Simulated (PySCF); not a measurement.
These compounds are isomers of formula C$_{7}$H$_{10}$NOP.

A. SMILES C=Cc1pcoc1N(C)C
B. `InChI=1S/C7H10NOP/c1-6-5-10(6,8)7-3-2-4-9-7/h2-4,6,8H,5H2,1H3/t6-,10-/m1/s1`
C. SMILES CCn1cpc(C(C)=O)c1

Spectrum 1. ¹H NMR (300 MHz, computed): δ 7.95 (m, 1H), 7.76 (m, 1H), 6.86 (m, 1H), 1.90 (m, 1H), 1.86 (m, 1H), 1.42 (m, 3H), 1.08 (m, 1H), -1.69 (br s, 1H). ¹³C{¹H} NMR (computed): δ 152.4 (CH), 148.7 (C), 134.4 (CH), 119.1 (CH), 25.9 (CH), 21.6 (CH2), 16.3 (CH3).

Spectrum 2. ¹H NMR (300 MHz, computed): δ 8.19 (m, 1H), 7.85 (m, 1H), 4.12 (q, 2H), 2.67 (s, 3H), 1.48 (t, 3H). ¹³C{¹H} NMR (computed): δ 197.2 (C), 159.0 (CH), 154.1 (C), 138.7 (CH), 51.0 (CH2), 31.5 (CH3), 21.5 (CH3).

Spectrum 3. ¹H NMR (300 MHz, computed): δ 8.35 (m, 1H), 6.91 (m, 1H), 6.16 (m, 1H), 5.35 (m, 1H), 2.89 (s, 6H). ¹³C{¹H} NMR (computed): δ 179.8 (CH), 168.7 (C), 137.3 (CH), 124.8 (C), 117.8 (CH2), 44.0 (CH3).

PySCF calculation with GIAO PBE0/pcSseg-1 shieldings and geometry from GFN2-xTB; no solvent, single conformer, non-relativistic Hamiltonian, equivalent nuclei averaged.

Scale: TMS for ¹H (σref 31.72) and ¹³C (σref 186.93) (reference shieldings calculated alike). Splittings of carbon signals by F and P are missing where no couplings were computed. Where no couplings were computed, multiplicities follow the n + 1 count of equivalent neighbours, and m marks all less simple cases (inequivalent or close neighbours, rings, F or P nearby). Shifts are as computed. Against solution values, carbons near 30 ppm lie about +3 ppm off and those near 130 ppm about +5 ppm. Of 1211 compounds with measured shifts, 218 miss one by over three times the rms of a fit or turn the order of signals round; such compounds aren't used in these exercises. OH and NH positions are gas-phase values without hydrogen bonding to other molecules.

Problem. Match each spectrum to its structure.

Solution. 1–B, 2–C, 3–A.

- Spectrum 1 (B): 7 ¹³C signals; δC 134.4 is an aromatic CH; δC 25.9 is a three-membered-ring carbon.
- Spectrum 2 (C): 7 ¹³C signals; δC 197.2 is a ketone carbonyl carbon; δC 159.0 is an aromatic CH next to a ring nitrogen.
- Spectrum 3 (A): 6 ¹³C signals; δC 168.7 is an aromatic carbon bearing nitrogen; δC 137.3 is an alkene CH.
